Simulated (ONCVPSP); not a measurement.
## Pseudopotential generation for Ti: ONCV, PBEsol, scalar-relativistic.

ONCVPSP 4.0.1 input, shortened (lines: element, Z, core and valence counts, functional; n l f; lmax; l rc ep ncon nbas qcut; lloc lpopt rc5 dvloc0; l nproj debl; icmod fcfact rcfact), PBEsol, scalar-relativistic:

```
  Ti 22.00    3    4  -116133      upf
    1    0    2.00
    2    0    2.00
    2    1    6.00
    3    0    2.00
    3    1    6.00
    3    2    2.00
    4    0    1.75
    3
    0    2.00    0.00    4    7    5.40
    1    1.40    0.00    4    7   11.80
    2    1.30    0.00    4    7    6.80
    3    1.70    0.07    4    8    6.70
    4    5    0.95    4.00
    0    3    3.80
    1    1    2.70
    2    3    0.60
    3    1    3.10
    0    0.00    0.00
```

Q: Does the generator finish with these settings?

A: Yes, a potential is produced and its reference levels are reproduced.

Q: Estimate the cutoffs (Ha) at which the residual kinetic energy of the hardest occupied pseudo-wave falls to 1 and 0.1 mHa per electron.

A: 97 Ha and 112 Ha.

Q: Does the potential have ghost states?

A: Ghosts flagged at negative energy: d at -104.4 eV; no localised positive-energy state flagged. A true bound ghost makes a file unfit for plane-wave use.

Q: Which valence shell sets the plane-wave cutoff?

A: 3d: 97 Ha for 1 mHa per electron, against 19 Ha for 3p.

Q: Tests: 3s2 3p6 3d2 4s2; 3s2 3p6 3d2 4s1; 3s2 3p6 3d2 4s0; 3s2 3p5 3d2 4s2. Which has the largest error in its energy relative to the reference configuration, and how large is it?

A: 3s2 3p5 3d2 4s2, with -3.6 meV (all-electron minus pseudo) on +44.18 eV.
